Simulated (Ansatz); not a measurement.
Isomers of Ag2Br (doublet), relaxed with r2SCAN-D4/def2-TZVP; total energies from Ansatz at PBE0-D4/def2-TZVP.

| isomer | description | energy (Eh) |
| --- | --- | --- |
| A | point group Cs; 1 × Ag–Ag 2.63 Å; 1 × Ag–Br 2.42 Å | -2867.87565 |
| B | point group D∞h; 2 × Ag–Br 2.53 Å | -2867.86980 |

In the def2 sets Ag takes a core potential; there is no spin–orbit coupling.

The isomers come from a short search, and lower ones may exist.

Question: Work out the relative energies (1 Eh = 2625.5 kJ/mol) and the Boltzmann populations at 1200 K from electronic energies alone (R = 8.314 J/mol/K).

Answer: ΔE: A 0.0, B 15.4 kJ/mol. RT = 9.98 kJ/mol. Factors exp(−ΔE/RT): A 1, B 0.214; sum 1.214. Populations: A 82.4 %, B 17.6 %. Zero-point energy, vibrational entropy and symmetry numbers are left out and can shift these; an error of 4 kJ/mol changes a ratio by a factor of 1.5. Over the other density-functional and correlated levels in def2 sets, the gap between A and B ranges from 11 to 22 kJ/mol.
